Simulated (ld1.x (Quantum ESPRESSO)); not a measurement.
# Reading a pseudo-wave (Si)

Columns: radius, all-electron u(r) and pseudo u(r) of the 3s shell (level -19.06 eV) of silicon in the configuration [Ne] 3s2 3p1; LDA (PZ), non-relativistic, TM scheme, ld1.x (Quantum ESPRESSO) 7.5.

```
r (bohr)  all-electron  pseudo
   0.100        0.1336  0.0275
   0.200       -0.1370  0.0560
   0.300       -0.3197  0.0868
   0.400       -0.3611  0.1210
   0.500       -0.2996  0.1597
   0.600       -0.1795  0.2042
   0.700       -0.0337  0.2553
   0.800        0.1162  0.3132
   0.900        0.2575  0.3776
   1.000        0.3831  0.4465
   1.100        0.4899  0.5169
   1.200        0.5771  0.5846
   1.300        0.6455  0.6450
   1.400        0.6963  0.6943
   1.500        0.7312  0.7300
   1.600        0.7524  0.7520
   1.700        0.7616  0.7615
   1.800        0.7607  0.7607
   1.900        0.7515  0.7515
   2.000        0.7356  0.7356
   2.100        0.7142  0.7142
   2.200        0.6888  0.6888
   2.300        0.6604  0.6604
   2.400        0.6298  0.6298
   2.500        0.5978  0.5978
   2.600        0.5652  0.5652
```

Problem. How many radial nodes do the two functions have?

Solution. The all-electron 3s function has n − l − 1 = 2; the pseudo-wave has 0, since the states of the same l below it are removed with the core.

Problem. At about which radius was the pseudo-wave matched?

Solution. 1.85 bohr. The columns agree to 0.0005 from 1.60 bohr on; several derivatives are matched, so the curves merge somewhat inside the radius.

Problem. Is the pseudo-wave norm-conserving?

Solution. Yes: the TM scheme keeps the norm inside the radius equal to the all-electron one, which fixes the energy derivative of the logarithmic derivative at the level.
